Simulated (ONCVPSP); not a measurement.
# Before and after: ONCV potential for zinc

- Element: Zn (Z = 30)
- Generator: ONCVPSP 4.0.1
- Type: optimised norm-conserving Vanderbilt (ONCV)
- Functional: PBEsol
- Relativity: scalar-relativistic
- Frozen core: [Ne]
- Valence charge: 20
- Reference configuration: 3s2 3p6 3d10 (charge +2)
- Partial waves: 3s: rc 1.10 bohr, ncon 3, nbas 7, qcut 9.3 1/bohr, 2 projectors, debl 2.6 Ha; 3p: rc 0.70 bohr, ncon 4, nbas 7, qcut 11.9 1/bohr, 1 projector; 3d: rc 1.20 bohr, ncon 4, nbas 8, qcut 14.9 1/bohr, 1 projector
- Local potential: polynomial inside 0.65 bohr (lpopt 5, dvloc0 2 Ha)
- Core correction: polynomial model core, fcfact 0.75

In the s channel the program set the typed energies aside and used -5.504, 0.250 Ha.

Change: s: qcut 5.9; p: qcut 7.6; d: qcut 9.5.

Cutoffs: the cutoffs (Ha) at which the residual kinetic energy of the hardest occupied pseudo-wave falls to 1 and 0.1 mHa per electron; they do not see the model core or the augmentation charge, which bear on the density cutoff. Errors are all-electron minus pseudo energies relative to the spin-unpolarised reference configuration.

Problem. Predict the effect on cutoff, ghosts and configuration errors.

Solution. The potential gets neither clearly harder nor softer (126 Ha and 278 Ha → 146 Ha and 235 Ha); of the 3 tests that both files solve, the error grows in 3 and shrinks in 0 by more than 15 % and 0.3 meV (median size 3.7 → 11.3 meV); neither file shows a bound ghost.

```tsv
quantity	base	changed
cutoff, loose	126 Ha	146 Ha
cutoff, tight	278 Ha	235 Ha
loose cutoff by channel	s 31 Ha, p 126 Ha, d 80 Ha	s 17 Ha, p 87 Ha, d 146 Ha
bound ghosts	none	none
GHOST(+) flags under 300 eV	none	none
tests with a reliable result	3 of 4	3 of 4
error for 3s2 3p6 3d10 4s2, meV [ΔE -28.25 eV]	+7.8	+12
error for 3s2 3p6 3d10 4s1, meV [ΔE -18.35 eV]	+3.7	+5.3
error for 3s2 3p6 3d9, meV [ΔE 40.51 eV]	-1.1	+11
s: phases at 1.12 bohr within 0.05 rad from the reference energy up to (Ha; the scan ends near 5)	to the end of the scan	to the end of the scan
p: phases at 0.71 bohr within 0.05 rad from the reference energy up to (Ha; the scan ends near 5)	to the end of the scan	to the end of the scan
d: phases at 1.22 bohr within 0.05 rad from the reference energy up to (Ha; the scan ends near 5)	1.7	1.0
rms error of d²Exc/dni dnj with the model core, mHa	2.15	1.70
```
